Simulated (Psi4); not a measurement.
Psi4 input (wB97X-D/6-31G*):

```
memory 1500 MB

molecule {
1 1
C     2.04605000   -0.50217500    0.41253200
Si    0.34906800    0.15558000    0.13115900
S     0.17681200    1.39116200   -1.56224400
S    -0.65108300    0.66907900    1.90618300
S    -0.70244300   -1.85780400   -0.69036400
H     2.68162000    0.31469500    0.76207900
H     2.05160900   -1.28704900    1.17084400
H     2.47267000   -0.89712100   -0.51100300
H    -0.97284700    1.97711200   -1.18084500
H    -1.66079900    1.33018100    1.31073000
H    -1.95230900   -1.36774500   -0.80424400
H    -0.95577000   -2.47414300    0.48381900
symmetry c1
no_reorient
no_com
}

set {
  basis 6-31G*
  reference rks
  scf_type pk
  dft_radial_points 99
  dft_spherical_points 590
  e_convergence 1e-8
  d_convergence 1e-7
  maxiter 150
}

e = energy('wb97x-d')
print_out(f'\nFINAL {e:.10f} DIPOLE {variable("CURRENT DIPOLE")[0]:.6f} {variable("CURRENT DIPOLE")[1]:.6f} {variable("CURRENT DIPOLE")[2]:.6f}\n')
```

Output:

```
   => Loading Basis Set <=

    Name: 6-31G*
    Role: ORBITAL
    Keyword: BASIS
    atoms 1    entry C          line   111 file 6-31gs.gbs
    atoms 2    entry SI         line   268 file 6-31gs.gbs
    atoms 3-5  entry S          line   316 file 6-31gs.gbs
    atoms 6-12 entry H          line    44 file 6-31gs.gbs

   => WB97X-D: Empirical Dispersion <=

    Chai and Head-Gordon Dispersion Correction
    Chai, J.-D.; Head-Gordon, M. (2010), J. Chem. Phys., 132: 6615-6620

        s6 =       1.000000

         ---------------------------------------------------------
                                   SCF
               by Justin Turney, Rob Parrish, Andy Simmonett
                          and Daniel G. A. Smith
                              RKS Reference
         ---------------------------------------------------------

  ==> Geometry <==

    Molecular point group: c1
    Full point group: C1

    Geometry (in Angstrom), charge = 1, multiplicity = 1:

       Center              X                  Y                   Z               Mass
    ------------   -----------------  -----------------  -----------------  -----------------
         C            2.046050000000    -0.502175000000     0.412532000000    12.000000000000
         SI           0.349068000000     0.155580000000     0.131159000000    27.976926534650
         S            0.176812000000     1.391162000000    -1.562244000000    31.972071174400
         S           -0.651083000000     0.669079000000     1.906183000000    31.972071174400
         S           -0.702443000000    -1.857804000000    -0.690364000000    31.972071174400
         H            2.681620000000     0.314695000000     0.762079000000     1.007825032230
         H            2.051609000000    -1.287049000000     1.170844000000     1.007825032230
         H            2.472670000000    -0.897121000000    -0.511003000000     1.007825032230
         H           -0.972847000000     1.977112000000    -1.180845000000     1.007825032230
         H           -1.660799000000     1.330181000000     1.310730000000     1.007825032230
         H           -1.952309000000    -1.367745000000    -0.804244000000     1.007825032230
         H           -0.955770000000    -2.474143000000     0.483819000000     1.007825032230

  Running in c1 symmetry.

  Rotational constants: A =      0.05412  B =      0.05178  C =      0.03895 [cm^-1]
  Rotational constants: A =   1622.43989  B =   1552.45508  C =   1167.56079 [MHz]
  Nuclear repulsion =  445.174527272924024

  Charge       = 1
  Multiplicity = 1
  Electrons    = 74
  Nalpha       = 37
  Nbeta        = 37

  ==> Algorithm <==

  SCF Algorithm Type is PK.
  DIIS enabled.
  MOM disabled.
  Fractional occupation disabled.
  Guess Type is SAD.
  Energy threshold   = 1.00e-08
  Density threshold  = 1.00e-07
  Integral threshold = 1.00e-12

  ==> Primary Basis <==

  Basis Set: 6-31G*
    Blend: 6-31G*
    Number of shells: 52
    Number of basis functions: 105
    Number of Cartesian functions: 105
    Spherical Harmonics?: false
    Max angular momentum: 2

  ==> DFT Potential <==

   => LibXC <=

    Version 7.1.2
    S. Lehtola, C. Steigemann, M. J. T. Oliveira, and M. A. L. Marques,  SoftwareX 7, 1–5 (2018) (10.1016/j.softx.2017.11.002)

   => Composite Functional: WB97X-D <=

    wB97X-D Hyb-GGA Exchange-Correlation Functional

    J.-D. Chai and M. Head-Gordon,  Phys. Chem. Chem. Phys. 10, 6615–6620 (2008) (10.1039/B810189B)

    Deriv               =              1
    GGA                 =           TRUE
    Meta                =          FALSE

    Exchange Hybrid     =           TRUE
    MP2 Hybrid          =          FALSE

   => Exchange-Correlation Functionals <=

    1.0000   wB97X-D range-separated functional

   => Exact (HF) Exchange <=

    0.7780            HF,LR [omega = 0.2000]
    0.2220               HF

   => LibXC Density Thresholds  <==

    XC_HYB_GGA_XC_WB97X_D:  1.00E-14

   => Molecular Quadrature <=

    Radial Scheme          =       TREUTLER
    Pruning Scheme         =           NONE
    Nuclear Scheme         =       TREUTLER

    Blocking Scheme        =         OCTREE
    BS radius alpha        =              1
    Pruning alpha          =              1
    Radial Points          =             99
    Spherical Points       =            590
    Total Points           =         656369
    Total Blocks           =           4593
    Max Points             =            256
    Max Functions          =            101
    Weights Tolerance      =       1.00E-15

  ==> Integral Setup <==

  Using in-core PK algorithm.
   Calculation information:
      Number of atoms:                  12
      Number of AO shells:              52
      Number of primitives:            151
      Number of atomic orbitals:       105
      Number of basis functions:       105

      Integral cutoff                 1.00e-12
      Number of threads:                 1

  Performing in-core PK
  Using 46462185 doubles for integral storage.
  We computed 783157 shell quartets total.
  Whereas there are 950131 unique shell quartets.

  Computing range-separated integrals for PK
  We computed 783157 wK shell quartets total.
  Whereas there are 950131 wK unique shell quartets.

  ==> DiskJK: Disk-Based J/K Matrices <==

    J tasked:                  Yes
    K tasked:                  Yes
    wK tasked:                 Yes
    Omega:               2.000E-01
    Schwarz Cutoff:          1E-12


  Cached 9.1% of DFT collocation blocks in 0.127 [GiB].

  Minimum eigenvalue in the overlap matrix is 4.3652178595E-03.
  Reciprocal condition number of the overlap matrix is 6.7659947770E-04.
    Using symmetric orthogonalization.

  ==> Pre-Iterations <==

  SCF Guess: Superposition of Atomic Densities via on-the-fly atomic UHF (no occupation information).

   -------------------------
    Irrep   Nso     Nmo
   -------------------------
     A        105     105
   -------------------------
    Total     105     105
   -------------------------

  ==> Iterations <==

                        Total Energy        Delta E     RMS |[F,P]|

   @RKS iter SAD: -1526.04693842187999   -1.52605e+03   0.00000e+00
   @RKS iter   1: -1525.93056982816984    1.16369e-01   5.03237e-03 DIIS/ADIIS
   @RKS iter   2: -1526.01967057703496   -8.91007e-02   3.63490e-03 DIIS/ADIIS
   @RKS iter   3: -1526.09671871197907   -7.70481e-02   3.00168e-04 DIIS/ADIIS
   @RKS iter   4: -1526.09736515903910   -6.46447e-04   1.11086e-04 DIIS/ADIIS
   @RKS iter   5: -1526.09746169091727   -9.65319e-05   1.67721e-05 DIIS
   @RKS iter   6: -1526.09746492041245   -3.22950e-06   3.58774e-06 DIIS
   @RKS iter   7: -1526.09746506343458   -1.43022e-07   9.90557e-07 DIIS
   @RKS iter   8: -1526.09746507554451   -1.21099e-08   2.92063e-07 DIIS
   @RKS iter   9: -1526.09746507671548   -1.17097e-09   9.45766e-08 DIIS
  Energy and wave function converged.

  ==> Post-Iterations <==

   Electrons on quadrature grid:
      Ntotal   =   74.0000002649 ; deviation = 2.649e-07

    Orbital Energies [Eh]
    ---------------------

    Doubly Occupied:

       1A    -89.292813     2A    -89.221273     3A    -89.218426
       4A    -66.538568     5A    -10.464531     6A     -8.318736
       7A     -8.246487     8A     -8.243594     9A     -6.266861
      10A     -6.264238    11A     -6.260116    12A     -6.195273
      13A     -6.192519    14A     -6.192394    15A     -6.189659
      16A     -6.186845    17A     -6.183905    18A     -5.647452
      19A     -3.994687    20A     -3.991700    21A     -3.989347
      22A     -1.098619    23A     -1.040931    24A     -1.009195
      25A     -0.978344    26A     -0.782956    27A     -0.768128
      28A     -0.713130    29A     -0.698259    30A     -0.663767
      31A     -0.660600    32A     -0.655999    33A     -0.617062
      34A     -0.603964    35A     -0.574787    36A     -0.530365
      37A     -0.519960

    Virtual:

      38A     -0.145540    39A     -0.119923    40A     -0.106407
      41A     -0.083900    42A     -0.072615    43A     -0.064772
      44A     -0.039489    45A     -0.009231    46A      0.059735
      47A      0.063171    48A      0.073020    49A      0.137143
      50A      0.153613    51A      0.207423    52A      0.220124
      53A      0.228940    54A      0.234210    55A      0.237970
      56A      0.254100    57A      0.266690    58A      0.304957
      59A      0.321351    60A      0.342546    61A      0.352878
      62A      0.379899    63A      0.388486    64A      0.440628
      65A      0.447456    66A      0.484990    67A      0.536408
      68A      0.548132    69A      0.559584    70A      0.571857
      71A      0.595837    72A      0.606284    73A      0.627608
      74A      0.647678    75A      0.668764    76A      0.672099
      77A      0.674025    78A      0.682181    79A      0.716892
      80A      0.727169    81A      0.766685    82A      0.789845
      83A      0.805597    84A      0.808995    85A      0.845640
      86A      0.871977    87A      0.883362    88A      0.922389
      89A      0.947668    90A      1.035510    91A      1.053376
      92A      1.074841    93A      1.108805    94A      1.137466
      95A      1.209077    96A      1.647666    97A      1.653888
      98A      2.106061    99A      2.178260   100A      2.185679
     101A      2.829910   102A      3.745320   103A      3.806387
     104A      3.816748   105A      4.103151

    Final Occupation by Irrep:
              A
    DOCC [    37 ]
    NA   [    37 ]
    NB   [    37 ]

  @RKS Final Energy: -1526.09746507671548

   => Energetics <=

    Nuclear Repulsion Energy =            445.1745272729240241
    One-Electron Energy =               -2979.8844014364435679
    Two-Electron Energy =                1085.2487298807250227
    DFT Exchange-Correlation Energy =     -76.6310246008815312
    Empirical Dispersion Energy =          -0.0052961930394564
    VV10 Nonlocal Energy =                  0.0000000000000000
    Total Energy =                      -1526.0974650767154799

Computation Completed

Properties will be evaluated at   0.000000,   0.000000,   0.000000 [a0]

Properties computed using the SCF density matrix

 Multipole Moments:

 ------------------------------------------------------------------------------------
     Multipole            Electronic (a.u.)      Nuclear  (a.u.)        Total (a.u.)
 ------------------------------------------------------------------------------------

 L = 1.  Multiply by 2.5417464519 to convert [e a0] to [Debye]
 Dipole X            :         -0.9282246            0.0000038           -0.9282208
 Dipole Y            :         -1.0461485           -0.0000151           -1.0461636
 Dipole Z            :          0.0213983           -0.0000038            0.0213946
 Magnitude           :                                                    1.3987530

 ------------------------------------------------------------------------------------

FINAL -1526.0974650767 DIPOLE -0.928221 -1.046164 0.021395

*** Psi4 exiting successfully. Buy a developer a beer!
```

The dipole moment of an ion depends on the origin.

The geometry given is a B3LYP-D3(BJ)/def2-TZVP minimum.
